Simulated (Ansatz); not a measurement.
A nudged elastic band was laid between two geometries of C2H3BFO (8 atoms, charge 1, multiplicity 1).

Computed with RKS B3LYP/def2-SVP in Ansatz.

```
movable images  : 7
climbing image  : yes
spring          : 5.0 eV/Å²
optimiser       : quadratic models (default)
start path      : IDPP
force threshold : 0.2 eV/Å
iteration limit : 60
end points      : relaxed
```

Initial state:

```xyz
8
Properties=species:S:1:pos:R:3
C -0.548 2.049 0.077
C -0.027 0.968 0.131
O 0.564 -0.251 0.195
B -0.051 -1.541 -0.248
F 0.748 -2.520 -0.063
H -1.016 3.021 0.027
H 1.480 -0.259 0.570
H -1.150 -1.468 -0.688
```

Final state:

```xyz
8
Properties=species:S:1:pos:R:3
C -0.513 2.045 0.090
C 0.003 0.962 0.142
O 0.582 -0.266 0.199
B -0.037 -1.557 -0.244
F -1.213 -1.414 -0.705
H -0.975 3.020 0.044
H 1.495 -0.280 0.572
H 0.658 -2.510 -0.099
```

What changes between the two ends?

No bond is made or broken. The dihedral C2–O3–B4–F5 goes from -180 to 0°.

Give the energies along the band, and the barrier.

It converged. The highest image is number 4 of 0 to 8, 9.3 kcal/mol above the first end and 9.1 kcal/mol above the last; the last end lies 0.2 kcal/mol above the first. The threshold of 0.2 eV/Å is loose, so the images may lie well off the minimum-energy path. Another band between the same ends (7 images) ends at a top of the same energy, where a vibrational analysis finds 1 clearly imaginary mode. Limits of this set-up: the dipole of an ion depends on the origin.

```tsv
image	path coordinate (Å)	energy (kcal/mol)	dihedral C2–O3–B4–F5 (°)
0	0.00	0.0	-180
1	0.56	1.2	-153
2	1.11	4.2	-128
3	1.67	7.6	-104
4	2.23	9.3	-84
5	2.76	7.6	-72
6	3.29	4.4	-49
7	3.82	1.4	-24
8	4.36	0.2	0
```

What is the geometry of the highest image?


```xyz
8
Properties=species:S:1:pos:R:3:forces:R:3
C -0.408 1.910 0.720 -0.01 -0.02 0.02
C 0.075 0.940 0.199 -0.01 0.02 -0.04
O 0.598 -0.150 -0.409 0.03 -0.03 0.01
B -0.169 -1.503 -0.371 -0.03 -0.04 0.00
F 0.051 -2.156 0.694 0.01 0.03 0.00
H -0.839 2.778 1.195 0.00 0.00 0.00
H 1.534 -0.069 -0.709 0.00 0.00 0.00
H -0.841 -1.749 -1.320 0.00 0.03 0.01
```

Time of the run: 120 s on 1 thread of Arm Neoverse V1 (shared host), peak memory 0.16 GiB.
